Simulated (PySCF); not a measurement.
`InChI=1S/C7H4FNSe/c8-7-5-10-4-6(7)2-1-3-9/h4,7H,5H2/t7-/m0/s1`

Geometry:
```tsv
atom	x (Å)	y (Å)	z (Å)
N1	4.943	-1.277	0.118
C2	3.853	-0.912	0.150
C3	2.566	-0.483	0.178
C4	1.419	-0.082	0.205
C5	0.089	0.330	0.202
C6	-0.353	1.486	0.736
Se7	-2.179	1.810	0.580
C8	-2.279	0.171	-0.525
C9	-0.971	-0.592	-0.360
F10	-1.161	-1.640	0.527
H11	0.278	2.211	1.222
H12	-3.121	-0.437	-0.196
H13	-2.432	0.478	-1.560
H14	-0.653	-1.063	-1.299
```

Method: GIAO KT3/pcSseg-1 magnetisability, rotational g tensor and spin-rotation constants, non-relativistic, gas phase (PySCF 2.14.0). Geometry: GFN2-xTB.

The calculation is non-relativistic, which matters for the atoms heavier than Zn.

(1) What are the magnetisability and the molar susceptibility?

(2) Split it along the inertial axes a, b, c into diamagnetic and paramagnetic parts about the centre of mass, with the quadrupole moment.

(3) And the rotational g tensor?

Answers

(1) Isotropic -1526 × 10⁻³⁰ J/T², or -91.9 × 10⁻⁶ cm³/mol; principal values -1604, -1598, -1375 × 10⁻³⁰ J/T², anisotropy 226 × 10⁻³⁰ J/T² (root of half the summed squared differences of the principal values). The susceptibility is in cgs units.

(2) 
```csv
axis,χ (10⁻⁶ cm³/mol),diamagnetic (10⁻⁶ cm³/mol),paramagnetic (10⁻⁶ cm³/mol),summed x² of all electrons (Å²),quadrupole Θ (D Å)
a,-96.6,-569.8,473.3,624.1,-29.33
b,-85.3,-2764.8,2679.6,106.7,+16.35
c,-93.8,-3100.4,3006.6,27.6,+12.98
```
Anisotropies 2χaa − χbb − χcc = -14.1 and 2χbb − χaa − χcc = +19.9 × 10⁻⁶ cm³/mol. Θ is traceless in Buckingham's convention.

(3) 
| axis | rotational constant (GHz) | g | nuclear part | electronic part |
| --- | --- | --- | --- | --- |
| a | 2.4784 | -0.0257 | 0.5254 | -0.5510 |
| b | 0.3953 | -0.0112 | 0.4864 | -0.4976 |
| c | 0.3514 | -0.0082 | 0.4882 | -0.4964 |

Asymmetric top; isotopes 12C, 19F, 1H, 14N, 80Se; no vibrational averaging.
